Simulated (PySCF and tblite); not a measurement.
Values are calculated unless marked as measured or tabulated.
2 diastereomers of C9H22Si, numbered alike:

```csv
isomer,SMILES,descriptors (one enantiomer)
A,[CH3:1][CH2:2][C@H:3]([CH3:4])[CH2:5][CH2:6][CH2:7][C@H:8]([CH3:9])[SiH3:10],"3S, 8S"
B,[CH3:1][CH2:2][C@@H:3]([CH3:4])[CH2:5][CH2:6][CH2:7][C@H:8]([CH3:9])[SiH3:10],"3R, 8S"
```

Protocol: conformer search, at most 6 conformers an isomer, GFN2-xTB geometries, energies PBE0/6-31G* (D3(BJ) added where defined), GIAO shieldings PBE0/6-31G*, weights at 298.15 K with GFN2-xTB thermal terms. Programs: PySCF with density fitting and tblite.

Q: What shifts does each isomer give (ppm; of two unlike H on one atom, a is the less shielded)?

A: 
A: ¹H (against TMS): 1.74 (H7a, 1H), 1.67 (H6a, 1H), 1.58 (H7b, 1H), 1.57 (H5a, 1H), 1.56 (H2a, 1H), 1.52 (H6b, 1H), 1.51 (H3, 1H), 1.38 (H2b, 1H), 1.33 (H5b, 1H), 1.29 (H8, 1H), 1.20 (H9, 3H), 1.05 (H1, 3H), 1.02 (H4, 3H). ¹³C (against TMS): 39.0 (C7), 38.9 (C5), 37.4 (C3), 32.4 (C2), 31.3 (C6), 21.7 (C9), 20.5 (C4), 18.6 (C8), 14.6 (C1). ²⁹Si (against TMS): -31.6 (Si10).

B: ¹H (against TMS): 1.77 (H7a, 1H), 1.75 (H6a, 1H), 1.65 (H2a, 1H), 1.56 (H7b, 1H), 1.54 (H5a, 1H), 1.51 (H3, 1H), 1.41 (H6b, 1H), 1.32 (H5b, 1H), 1.31 (H8, 1H), 1.28 (H2b, 1H), 1.21 (H9, 3H), 1.05 (H1, 3H), 1.02 (H4, 3H). ¹³C (against TMS): 40.3 (C5), 39.0 (C7), 37.2 (C3), 31.8 (C2), 30.7 (C6), 21.0 (C9), 20.5 (C4), 19.1 (C8), 14.7 (C1). ²⁹Si (against TMS): -31.0 (Si10). H not on carbon is left out.

The conformer set may be incomplete (the search or the number kept was capped). Unscaled ²⁹Si shifts at such levels can be off by tens of ppm; differences between conformers or isomers are more reliable. Shifts are unscaled: against experiment ¹³C can be off by 15 ppm or more and ¹H by 0.8 ppm.
